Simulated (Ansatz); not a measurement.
C₃H₈N (SMILES CC[N]C), doublet (typed; the unrestricted solution is spin-contaminated), at a GFN2-xTB geometry, with bond 11-4 at 1.5 times its length; Ansatz (a first-principles code) with HF/STO-3G.

Here is a job for Ansatz.
Ansatz 0.2 input:
```yaml
crystal:
  periodic: [false, false, false]
  atoms:
    - {symbol: C, position_ang: [1.82249360, 0.42793691, -0.09666739]}
    - {symbol: C, position_ang: [0.55432697, -0.40737668, 0.01411334]}
    - {symbol: N, position_ang: [-0.59535640, 0.39768399, -0.06065427]}
    - {symbol: C, position_ang: [-1.83286018, -0.24865504, 0.11188496]}
    - {symbol: H, position_ang: [2.70199571, -0.21038349, -0.06183143]}
    - {symbol: H, position_ang: [1.81986148, 0.98100061, -1.03152042]}
    - {symbol: H, position_ang: [1.86845501, 1.14159540, 0.72112510]}
    - {symbol: H, position_ang: [0.53618423, -1.16596861, -0.79256862]}
    - {symbol: H, position_ang: [0.56416073, -0.99443760, 0.95295569]}
    - {symbol: H, position_ang: [-2.37126942, 0.24233126, 0.93137094]}
    - {symbol: H, position_ang: [-1.74152883, -1.86802523, 0.41310842]}
    - {symbol: H, position_ang: [-2.44368277, -0.08112148, -0.78363751]}
basis:
  gaussian:
    orbitals: STO-3G
hamiltonian:
  xc: hf
magnetization: {spin_polarized: true, initial_magnetization: 1}
```

What the program printed (banner, timings and long lists left out):

```
Functional definition: HF
394 factors; integrals over basis functions are off by at most 4.2e-5 eV
mean field evaluation 1: about -4636.1081 eV, gradient 1.4e1 eV
mean field evaluation 2: about -4636.3574 eV, gradient 1.4e1 eV
mean field evaluation 4: about -4638.3114 eV, gradient 1.7e0 eV
mean field evaluation 8: about -4638.3514 eV, gradient 4.3e-2 eV
mean field evaluation 16: about -4638.3476 eV, gradient 1.5e0 eV
mean field -4638.43066286 eV, -170.4591828189 hartree, gradient 1.6e-5 eV, S^2 0.991571; 0 other end points of the search recorded, 0 dependent functions left out
reference -4638.43066286 eV, -170.4591828189 hartree; 17, 16 occupied and 11, 12 virtual orbitals, 394 factors
Total energy: -4638.43066286 eV, -170.4591828189 hartree
```
